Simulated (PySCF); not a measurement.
Excitation energy of N²⁺ by level of theory

N²⁺ [He] 2s2 2p1 (2P) → N²⁺ [He] 2s1 2p2 (4P), as a difference of total energies. Computed with PySCF 2.14 in aug-cc-pVQZ (6s5p4d3f2g, 80 functions), with the non-relativistic Hamiltonian (point nucleus). Correlated levels: valence: 1s2 frozen. The calculations carry no spin-orbit coupling.

| method | excitation energy (cm⁻¹) |
| --- | --- |
| UHF | 41449 |
| LDA | 52693 |
| PBE | 53271 |
| PBE0 | 52246 |
| r2SCAN | 46986 |
| TPSS | 55390 |
| B3LYP | 56264 |
| wB97M-V | 57115 |
| r2SCANh | 47383 |
| ROHF | 40434 |
| MP2 (valence) | 51860 |
| SCS-MP2 (valence) | 55770 |
